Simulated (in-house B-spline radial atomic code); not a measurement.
Ionisation energies along the 22-electron series, configuration [Ar] 3d4, as differences of self-consistent energies. NIST's values go from ground level to ground level; the uncertainty of those that are theory runs from under 0.1 % in few-electron ions to several per cent in heavy many-electron ones. Computed with an all-electron radial atomic-structure program (B-spline basis): non-relativistic Hartree-Fock, average of the configuration, point nuclei.

This level leaves out relativity, spin-orbit splitting included, which matters for heavy ions.

| ion | configuration after | ionisation energy (eV) | IE/(q+1)² (eV) | -ε less Coulomb ΔSCF (eV) | tabulated value (eV) | tabulated kind | computed minus tabulated (eV) |
| --- | --- | --- | --- | --- | --- | --- | --- |
| Sn28+ | [Ar] 3d3 | 1590.2 | 1.8908 | 2.3719 | 1596 | tabulated theory | -6 |
| Sb29+ | [Ar] 3d3 | 1691.6 | 1.8796 | 2.3763 | 1698 | tabulated theory | -6 |
| Te30+ | [Ar] 3d3 | 1796.1 | 1.869 | 2.3804 | 1803 | tabulated theory | -7 |
| I31+ | [Ar] 3d3 | 1903.6 | 1.859 | 2.3844 | 1911 | tabulated theory | -7 |
| Xe32+ | [Ar] 3d3 | 2014.2 | 1.8496 | 2.3882 | 2023 | tabulated theory | -9 |
| Cs33+ | [Ar] 3d3 | ? | ? | ? | ? | tabulated theory | ? |
| Ba34+ | [Ar] 3d3 | 2244.4 | 1.8322 | 2.3952 | 2256 | tabulated theory | -12 |
| La35+ | [Ar] 3d3 | 2364.1 | 1.8241 | 2.3986 | 2377 | tabulated theory | -13 |
| Ce36+ | [Ar] 3d3 | 2486.8 | 1.8165 | 2.4017 | 2500 | tabulated theory | -13 |
| Pr37+ | [Ar] 3d3 | 2612.5 | 1.8092 | 2.4048 | 2628 | tabulated theory | -16 |
| Nd38+ | [Ar] 3d3 | 2741.2 | 1.8023 | 2.4077 | 2758 | tabulated theory | -17 |
| Pm39+ | [Ar] 3d3 | 2873.0 | 1.7956 | 2.4105 | 2892 | tabulated theory | -19 |
| Sm40+ | [Ar] 3d3 | 3007.8 | 1.7893 | 2.4132 | 3028 | tabulated theory | -20 |
| Eu41+ | [Ar] 3d3 | 3145.7 | 1.7833 | 2.4158 | 3168 | tabulated theory | -22 |
| Gd42+ | [Ar] 3d3 | 3286.5 | 1.7775 | 2.4183 | 3312 | tabulated theory | -25 |
| Tb43+ | [Ar] 3d3 | 3430.4 | 1.7719 | 2.4207 | 3458 | tabulated theory | -28 |
| Dy44+ | [Ar] 3d3 | 3577.4 | 1.7666 | 2.4231 | 3607 | tabulated theory | -30 |
| Ho45+ | [Ar] 3d3 | 3727.3 | 1.7615 | 2.4253 | 3760 | tabulated theory | -33 |
| Er46+ | [Ar] 3d3 | 3880.3 | 1.7566 | 2.4275 | 3916 | tabulated theory | -36 |
| Tm47+ | [Ar] 3d3 | ? | ? | ? | ? | tabulated theory | ? |
| Yb48+ | [Ar] 3d3 | 4195.3 | 1.7473 | 2.4317 | 4238 | tabulated theory | -43 |
| Lu49+ | [Ar] 3d3 | 4357.4 | 1.743 | 2.4336 | 4403 | tabulated theory | -46 |
| Hf50+ | [Ar] 3d3 | ? | ? | ? | ? | tabulated theory | ? |
| Ta51+ | [Ar] 3d3 | 4690.6 | 1.7347 | 2.4374 | 4745 | tabulated theory | -54 |

Q: Fill in the row of Cs33+.

A: ionisation energy (eV): 2127.8; IE/(q+1)² (eV): 1.8406; -ε less Coulomb ΔSCF (eV): 2.3918; tabulated value (eV): 2137; computed minus tabulated (eV): -9.

Q: Fill in the row of Tm47+.

A: ionisation energy (eV): 4036.3; IE/(q+1)² (eV): 1.7519; -ε less Coulomb ΔSCF (eV): 2.4296; tabulated value (eV): 4075; computed minus tabulated (eV): -39.

Q: Fill in the row of Hf50+.

A: ionisation energy (eV): 4522.5; IE/(q+1)² (eV): 1.7388; -ε less Coulomb ΔSCF (eV): 2.4355; tabulated value (eV): 4573; computed minus tabulated (eV): -50.
